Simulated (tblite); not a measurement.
Compound: CH10N2OSi3.
Numbering: `[NH2:1][Si@@H:2]1[NH:3][SiH2:4][CH2:5][O:6][SiH2:7]1` (hydrogens: H8, H9 on N1; H10 on Si2; H11 on N3; H12, H13 on Si4; H14, H15 on C5; H16, H17 on Si7)

Computed with GFN2-xTB (tblite), gas phase: L-BFGS steps from a force-field or distance-geometry start until the largest atomic force falls under 0.01 eV/Å.

Step 83: E = -610.5474 eV
```
atom  x, y, z in Å  |  force x, y, z in eV/Å
N1      2.7311   -0.4553    0.1790   -0.007  -0.028  -0.017
Si2     1.1948   -0.2265    0.9386    0.008  -0.015   0.038
N3      0.0928   -1.4045    0.2434   -0.022   0.018  -0.006
Si4    -1.4420   -1.1175   -0.4847   -0.018   0.015  -0.005
C5     -2.0793    0.5289    0.2474   -0.045  -0.002   0.009
O6     -1.2246    1.6153   -0.0301    0.018  -0.006   0.005
Si7     0.3118    1.8274    0.4406    0.003   0.018   0.025
H8      3.4504    0.2294    0.3443   -0.003  -0.044  -0.020
H9      3.1340   -1.3799    0.1752    0.021   0.036  -0.010
H10     1.2367   -0.6328    2.3697   -0.024   0.020  -0.003
H11     0.4316   -2.3503    0.1660    0.043   0.010   0.001
H12    -1.3537   -0.9571   -1.9442   -0.013  -0.039   0.039
H13    -2.3691   -2.1933   -0.1049    0.036   0.046  -0.019
H14    -2.2260    0.4472    1.3306    0.026  -0.010  -0.016
H15    -3.0524    0.7846   -0.1807    0.002   0.006  -0.022
H16     0.3305    2.6939    1.6390   -0.015  -0.019  -0.021
H17     0.8261    2.6023   -0.6896   -0.010  -0.006   0.020
```

Step 84: E = -610.5480 eV
```
atom  x, y, z in Å  |  force x, y, z in eV/Å
N1      2.7325   -0.4529    0.1784    0.011   0.002  -0.017
Si2     1.1965   -0.2264    0.9387   -0.008  -0.012   0.009
N3      0.0947   -1.4036    0.2399   -0.009   0.013  -0.002
Si4    -1.4437   -1.1191   -0.4818    0.004   0.024   0.006
C5     -2.0820    0.5299    0.2423   -0.019   0.024   0.017
O6     -1.2243    1.6169   -0.0257    0.004  -0.013  -0.015
Si7     0.3126    1.8273    0.4427    0.004  -0.003   0.029
H8      3.4548    0.2277    0.3503   -0.023  -0.047  -0.023
H9      3.1333   -1.3776    0.1699    0.029   0.002  -0.012
H10     1.2409   -0.6318    2.3686   -0.028   0.008   0.015
H11     0.4351   -2.3489    0.1564    0.039   0.030   0.007
H12    -1.3612   -0.9678   -1.9418   -0.013  -0.040   0.023
H13    -2.3690   -2.1899   -0.0878    0.022   0.028  -0.021
H14    -2.2364    0.4490    1.3241    0.015  -0.014  -0.004
H15    -3.0510    0.7869   -0.1938    0.000   0.005  -0.020
H16     0.3315    2.6878    1.6439   -0.015  -0.002  -0.009
H17     0.8288    2.6046   -0.6846   -0.012  -0.003   0.015
```

Step 85: E = -610.5484 eV
```
atom  x, y, z in Å  |  force x, y, z in eV/Å
N1      2.7331   -0.4497    0.1757    0.005   0.001  -0.015
Si2     1.1969   -0.2286    0.9381   -0.008  -0.008  -0.016
N3      0.0936   -1.4047    0.2389    0.015  -0.002   0.006
Si4    -1.4470   -1.1217   -0.4791    0.016   0.038   0.018
C5     -2.0825    0.5320    0.2365    0.020   0.043   0.008
O6     -1.2204    1.6157   -0.0375    0.031  -0.025   0.007
Si7     0.3137    1.8262    0.4456   -0.037  -0.011   0.004
H8      3.4541    0.2314    0.3502   -0.020  -0.029  -0.022
H9      3.1381   -1.3722    0.1651    0.024  -0.020  -0.012
H10     1.2444   -0.6332    2.3670   -0.030  -0.001   0.028
H11     0.4339   -2.3508    0.1560    0.029   0.052   0.008
H12    -1.3686   -0.9803   -1.9390   -0.011  -0.037   0.003
H13    -2.3715   -2.1878   -0.0752    0.006   0.010  -0.016
H14    -2.2362    0.4576    1.3185    0.007  -0.014   0.002
H15    -3.0501    0.7892   -0.2019   -0.005   0.009  -0.018
H16     0.3266    2.6764    1.6544   -0.021   0.005  -0.011
H17     0.8348    2.6125   -0.6737   -0.020  -0.011   0.026
```

**Question.** Estimate the geometry and energy of step 86. (The exact step hangs on the optimiser's Hessian estimate; all steps are aligned on step 85, rigid shifts and turns removed.)

**Answer.** E = -610.5488 eV, largest force 0.057 eV/Å
```
atom  x, y, z in Å  |  force x, y, z in eV/Å
N1      2.7340   -0.4488    0.1749    0.009   0.007  -0.013
Si2     1.1979   -0.2294    0.9380   -0.003  -0.001  -0.023
N3      0.0946   -1.4040    0.2366    0.024  -0.004   0.011
Si4    -1.4481   -1.1215   -0.4766    0.026   0.031   0.021
C5     -2.0839    0.5338    0.2340    0.031   0.043   0.004
O6     -1.2191    1.6160   -0.0366    0.015  -0.021  -0.004
Si7     0.3144    1.8257    0.4475   -0.032  -0.024   0.002
H8      3.4556    0.2304    0.3539   -0.022  -0.019  -0.022
H9      3.1400   -1.3706    0.1607    0.018  -0.034  -0.012
H10     1.2459   -0.6346    2.3664   -0.030  -0.005   0.032
H11     0.4367   -2.3493    0.1520    0.020   0.053   0.006
H12    -1.3742   -0.9885   -1.9366   -0.008  -0.031  -0.014
H13    -2.3710   -2.1853   -0.0669   -0.009  -0.006  -0.009
H14    -2.2412    0.4603    1.3154   -0.003  -0.012   0.003
H15    -3.0491    0.7908   -0.2101    0.000   0.012  -0.006
H16     0.3254    2.6729    1.6568   -0.019   0.017   0.006
H17     0.8351    2.6141   -0.6698   -0.016  -0.006   0.018
```

The energy changes by -0.0005 eV. The first-order estimate −F·Δx gives -0.0006 eV and the mean of the old and new forces, exact on a quadratic surface, -0.0004 eV. The step makes an angle of 79° with the force vector and moves no atom by more than 0.010 Å.

What follows is the cost of the whole relaxation. Hardware: Arm Neoverse N1, one thread, shared host with 64 logical CPUs at a one-minute load of 56. Cost: 1.6 s.
